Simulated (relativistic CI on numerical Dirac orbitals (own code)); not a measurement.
## Level scheme of Br30+

Calculated at this level of theory: Dirac-Coulomb-Breit CI, orbitals from a KLI potential per configuration, a model potential for QED, unscaled Slater integrals (own radial code, finite nucleus).

Configurations in the expansion (outside the closed core 1s2): 2s²2p, 2s2p², 2p³, 2p²3s, 2p²3p, 2p²3d, 2s²3s, 2s²3p, 2s²3d, 2s2p3s, 2s2p3p, 2s2p3d, 2s²4s, 2s²4p, 2s²4d, 2s²4f. Levels of other configurations are missing.

The lowest level is 2s²2p ²P°1/2, with 99 % of that term; Hund's rules for 2s²2p give ²P° with J = 1/2, in agreement.

```
No.  Configuration  Term    J   E (eV)    %  jj configuration (%)
  1          2s²2p   ²P°  1/2     0.00   99            2p1/2 (99)
  2          2s²2p   ²P°  3/2    53.96   98            2p3/2 (98)
  3      2s2p²(3P)    ⁴P  1/2    82.29   84       2s 2p1/2^2 (81)
  4      2s2p²(3P)    ⁴P  3/2   115.77   97   2s 2p1/2 2p3/2 (97)
  5      2s2p²(3P)    ⁴P  5/2   132.35   73   2s 2p1/2 2p3/2 (84)
  6      2s2p²(1D)    ²D  3/2   166.72   83   2s 2p1/2 2p3/2 (93)
  7      2s2p²(3P)    ²P  1/2   176.90   72   2s 2p1/2 2p3/2 (78)
  8      2s2p²(1D)    ²D  5/2   191.16   73       2s 2p3/2^2 (84)
  9      2s2p²(1S)    ²S  1/2   234.47   70       2s 2p3/2^2 (92)
 10      2s2p²(3P)    ²P  3/2   236.07   83       2s 2p3/2^2 (90)
 11            2p³   ⁴S°  3/2   265.49   54            2p3/2 (88)
 12            2p³   ²D°  3/2   306.73   58    2p1/2 2p3/2^2 (91)
 13            2p³   ²D°  5/2   318.51  100   2p1/2 2p3/2^2 (100)
 14            2p³   ²P°  1/2   343.11   99    2p1/2 2p3/2^2 (99)
 15            2p³   ²P°  3/2   383.07   63          2p3/2^3 (96)
 16          2s²3s    ²S  1/2  1970.38   96               3s (96)
 17          2s²3p   ²P°  1/2  2002.86   93            3p1/2 (93)
 18          2s²3p   ²P°  3/2  2018.02   91            3p3/2 (91)
 19         2s2p3s   ⁴P°  1/2  2034.09   92      2s 2p1/2 3s (97)
 20         2s2p3s   ⁴P°  3/2  2043.78   79      2s 2p1/2 3s (85)
 21          2s²3d    ²D  3/2  2046.98   96            3d3/2 (96)
 22          2s²3d    ²D  5/2  2051.65   96            3d5/2 (96)
 23         2s2p3s   ²P°  1/2  2054.95   93      2s 2p1/2 3s (91)
 24         2s2p3p    ⁴D  1/2  2062.01   75   2s 2p1/2 3p1/2 (98)
 25         2s2p3p    ⁴D  3/2  2070.75   61   2s 2p1/2 3p1/2 (87)
 26         2s2p3p    ⁴P  3/2  2083.50   27   2s 2p1/2 3p3/2 (96)
 27         2s2p3p    ⁴P  1/2  2085.27   63   2s 2p1/2 3p1/2 (88)
 28         2s2p3s   ⁴P°  5/2  2086.72   98      2s 2p3/2 3s (98)
 29         2s2p3p    ²P  1/2  2090.43   51   2s 2p1/2 3p3/2 (84)
 30         2s2p3p    ⁴D  5/2  2091.18   72   2s 2p1/2 3p3/2 (85)
```

Energies count from the lowest computed level; ° marks odd parity. Percentages are summed over parent terms; the parents shown are those of the largest component, closed shells are left out there. Filled j subshells are mostly left out of the jj labels.

The mean weight of the leading LS term, summed over parents, in these 30 levels is 80 %, and that of the leading jj configuration (from the same eigenvectors) 92 %, so jj coupling describes them better and the LS labels are nominal.

At this charge energies of transitions that change n are usually good to better than 1 %, and those within a shell (Δn = 0) to a few per cent.

LS names give the leading component of a level, which can be under half, so a name can repeat, a term be missing and a line seem to break the LS rules.
